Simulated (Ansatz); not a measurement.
`Cl[SiH2][SiH2][GeH3]` + `N[SiH2]S` → `[SiH3][SiH2]Cl` + `N[SiH2][S][GeH3]`  (redistribution)

Gas-phase electronic energies from Ansatz, PBE0-D4/def2-TZVP geometries. CCSD(T)/CBS is the MP2 limit (def2-TZVPP, def2-QZVPP) plus CCSD(T) − MP2 in def2-TZVPP, frozen cores. Functionals use def2-TZVPP. B3LYP here is the variant with VWN-RPA as its local correlation; programs differ in this. For Ge outer-core shells are correlated without core-valence functions, which leaves a few kJ/mol of doubt a bond. Scalar relativity is left out up to krypton. Each species was taken in one conformer, which may not be the lowest.

**Question.** Is it downhill or uphill in electronic energy at CCSD(T)/CBS, and by how much? (Estimate.)

**Answer.** The calculation gave: Downhill: ΔE = -27.5 kJ/mol.

**Question.** What do these levels give: PBE-D4, B3LYP-D4, ωB97X-V, B2PLYP, r2SCAN, PBE0, B3LYP, CCSD(T)/def2-TZVPP, SCS-MP2/def2-QZVPP, HF/CBS(def2), MP2/CBS(def2), CCSD/CBS(def2)? (Estimate.)

**Answer.** Ansatz gave: PBE-D4 -20.2, B3LYP-D4 -26.4, ωB97X-V -28.0, B2PLYP -29.6, r2SCAN -25.8, PBE0 -23.1, B3LYP -26.3, CCSD(T)/def2-TZVPP -28.2, SCS-MP2/def2-QZVPP -35.1, HF/CBS(def2) -39.9, MP2/CBS(def2) -33.1, CCSD/CBS(def2) -27.4 kJ/mol.

Largest T1 diagnostic among the species: 0.012.

In def2-TZVPP, CCSD(T) changes the Hartree–Fock value by +11.2 kJ/mol (the triples alone add −0.1 kJ/mol) and MP2 by +5.7 kJ/mol.
